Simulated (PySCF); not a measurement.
A PySCF script (with the pyscf-properties extension) for the NMR shieldings of `C1[C@@H]([SiH3])CSCC1`, C$_{5}$H$_{12}$SSi, on a GFN2-xTB geometry:

```python
import basis_set_exchange as bse
import numpy as np
from pyscf import gto, dft
from pyscf.prop import nmr

atoms = """
Si    2.516809    0.569683    0.267790
C     0.756726    0.100877   -0.312544
C    -0.306785    0.947780    0.388711
C    -1.713804    0.679034   -0.145366
C    -2.145588   -0.758117    0.091179
S    -1.080171   -1.918049   -0.819754
C     0.499842   -1.377762   -0.085379
H     2.624841    0.316388    1.705589
H     2.726646    1.991075   -0.005355
H     3.487676   -0.246400   -0.459436
H     0.680571    0.287443   -1.390317
H    -0.074849    2.006768    0.253905
H    -0.285557    0.740108    1.462860
H    -1.744915    0.889799   -1.217151
H    -2.424584    1.345446    0.350961
H    -2.094894   -1.018028    1.150526
H    -3.156599   -0.934733   -0.273375
H     1.259549   -1.996159   -0.561627
H     0.465285   -1.615902    0.979590
"""
names = dict.fromkeys(["Si", "C", "S", "H"], "pcSseg-1")
basis = {el: gto.basis.parse(bse.get_basis(n, elements=[el], fmt="nwchem")) for el, n in names.items()}
mol = gto.M(atom=atoms, basis=basis, charge=0, verbose=0)
mf = dft.RKS(mol, xc="PBE0")
mf.grids.level = 2
mf.grids.alignment = dft.numint.BLKSIZE   # the property module wants whole blocks of grid points
mf.conv_tol = 1e-9
mf.kernel()

calc = nmr.RKS(mf)   # GIAO
C = mf.mo_coeff
Co = C[:, mf.mo_occ > 0]
resp = mf.gen_response(singlet=True, hermi=2)
def vind(x):   # induced exchange potential for any number of trial vectors
    d = np.einsum("pi,xij,qj->xpq", C, 2 * x.reshape(-1, C.shape[1], Co.shape[1]), Co, optimize=True)
    return np.einsum("xpq,pi,qj->xij", resp(d - d.transpose(0, 2, 1)), C, Co, optimize=True).ravel()
mo1, _ = nmr.rhf.solve_mo1(calc, with_cphf=vind)
sigma = calc.kernel(mo1)
for i, s in enumerate(sigma):   # ppm
    print("%2d %-2s %9.2f" % (i, mol.atom_pure_symbol(i), np.trace(s) / 3))
```

Problem. What does it print?

Solution. 
```
 0 Si    412.53
 1 C     159.90
 2 C     153.08
 3 C     153.58
 4 C     150.29
 5 S     478.87
 6 C     147.86
 7 H      28.18
 8 H      28.01
 9 H      27.98
10 H      30.44
11 H      29.84
12 H      30.61
13 H      30.04
14 H      29.73
15 H      28.98
16 H      29.18
17 H      29.24
18 H      29.15
```

These numbers come from an equivalent density-fitted implementation of the same equations, which agrees with the script to about 0.01 ppm for H and up to a few tenths of a ppm for heavy atoms, so last digits may differ.

Problem. Turn these shieldings into chemical shifts. Shifts are taken against calculated references (same method and geometry level): TMS for ²⁹Si (σref 349.16) and ¹³C (σref 186.93) and ¹H (σref 31.72); ³³S (σref 503.73) against CS2.

Solution. Averaging equivalent atoms: Si 0: -63.4; C 6: 39.1; C 4: 36.6; C 2: 33.8; C 3: 33.3; C 1: 27.0; S 5: 25; H 7/8/9: 3.66; H 15: 2.74; H 18: 2.56; H 16: 2.53; H 17: 2.48; H 14: 1.99; H 11: 1.88; H 13: 1.68; H 10: 1.28; H 12: 1.10 ppm. 

Size and cost of the density-fitted run: 193 basis functions, 34 s wall time on 1 thread of an Arm Neoverse V1, shared host; peak memory 0.86 GiB.
